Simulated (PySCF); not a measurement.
Computed shifts of a molecule C4H8OSi, PySCF with B3LYP/pcSseg-1, GIAO, gas phase, equivalent atoms averaged, in ppm (number of nuclei): ¹³C: 168.8 (1), 116.2 (1), 64.1 (1), 18.9 (1). ²⁹Si: -26.5 (1). ¹H: 5.72 (1), 5.53 (2), 4.49 (2), 1.84 (3). References: ¹³C against TMS (σ = 181.3 ppm); ¹⁷O against H2O (σ = 333.8 ppm); ²⁹Si against TMS (σ = 338.7 ppm); ¹H against TMS (σ = 31.68 ppm), references at their B3LYP-D3(BJ)/def2-TZVP geometries, non-relativistic. The structure is a stationary point at ωB97X-D3(BJ)/def2-SVP. One conformer was computed; it need not be the lowest.

**Question.** Pick the molecule that these values belong to.
A) C=C1OC[Si@@H]1C
B) C#CC[SiH2]OC
C) O[SiH]1CC=CC1
D) C/C=C1/OC[SiH2]1

**Answer.** D, C/C=C1/OC[SiH2]1
